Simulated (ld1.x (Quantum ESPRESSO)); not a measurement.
## Before and after: PAW potential for magnesium (Mg)

magnesium (Mg), PAW, made with ld1.x (Quantum ESPRESSO) 7.5 (LDA (PZ), non-relativistic). Core [He], reference 2s2 2p6 3s1.5 3p0.5. Waves: 2s (bound): rcut 1.00, rcutus 1.10 bohr; 3s (bound): rcut 1.00, rcutus 1.10 bohr; 2p (bound): rcut 1.05, rcutus 1.10 bohr; 3p (bound): rcut 1.05, rcutus 1.10 bohr; 3d channel at 0.15 Ry: rcut 0.80, rcutus 1.15 bohr; 3d channel at 0.5 Ry: rcut 0.80, rcutus 1.15 bohr. Local part: all-electron potential smoothed inside 1.10 bohr (lloc = -1). Core correction: Bessel-smoothed model core inside 0.75 bohr. Augmentation charge: BESSEL, radius 0.60 bohr.

Change: all radii but the core radius scaled by about 1.29 (s 1.42, p 1.42, d 1.48 bohr, rcut 1.28/1.34/1.02); local potential all-electron potential smoothed inside 1.42 bohr (lloc = -1); augmentation BESSEL, radius 0.78 bohr.

Cutoffs: the cutoffs (Ry, on a coarse ladder) from which the occupation-weighted sum of valence levels, in a spherical-Bessel basis at the reference potential, stays within 10 and 1 mRy of its value at 400 Ry; they do not see the model core or the augmentation charge, which bear on the density cutoff. Errors are all-electron minus pseudo energies relative to the spin-unpolarised reference configuration.

Q: What does the change do?

A: The potential gets softer (70 Ry and 120 Ry → 50 Ry and 80 Ry); the number of tests with a reliable result goes from 9 to 1 (the test run of the changed file stopped, so its transferability is not established); neither file shows a bound ghost. A larger radius leaves more room for a smooth pseudo-wave, so fewer plane waves are needed.

```csv
quantity,base,changed
"cutoff, loose",70 Ry,50 Ry
"cutoff, tight",120 Ry,80 Ry
bound ghosts,none,none
tests with a reliable result,9 of 9,1 of 9 (the test run stopped)
"error for 2s2 2p6 3s2 3p0, meV [ΔE -1.72 eV]",0.0,0.0
lowest overlap eigenvalue by channel,"s 0.29, p 0.41, d 0.97","s 0.14, p 0.12, d 0.97"
```
